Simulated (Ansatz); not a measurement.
B2F2H4O2, SMILES `F[B@H-]1[OH+][B@@H-](F)[OH+]1` from Hartree–Fock to CCSD(T)

```xyz
10

F    -1.118   -0.796    1.782
B    -0.080   -0.408    1.023
O    -0.156   -1.018   -0.400
B    -0.076    0.397   -1.028
F    -1.111    0.630   -1.852
O    -0.330    0.982    0.385
H     1.019   -0.503    1.508
H     0.556   -1.617   -0.633
H     1.025    0.655   -1.444
H     0.271    1.678    0.659
```

The species carries charge 0 and has multiplicity 1. The geometry is a stationary point of PBE0-D4/def2-TZVP. Frozen core, restricted reference, the Gaussian-basis code of Ansatz. CBS rows extrapolate triple and quadruple zeta; past MP2 they add the triple-zeta difference.

```json
{"basis": "def2-SVP", "HF (Eh)": "-400.20579", "MP2 corr.": "-0.92809"}
{"basis": "def2-TZVPP", "HF (Eh)": "-400.69850", "MP2 corr.": "-1.19874"}
{"basis": "def2-QZVPP", "HF (Eh)": "-400.71645", "MP2 corr.": "-1.30000"}
```

Q: Estimate the CCSD correlation energy and the (T) correction in each basis where they were run (hartree).

A: 
```tsv
basis	CCSD corr.	(T)
def2-SVP	-0.95730	-0.01951
def2-TZVPP	-1.21712	-0.03943
CBS(def2)	-1.39339	as TZ
```
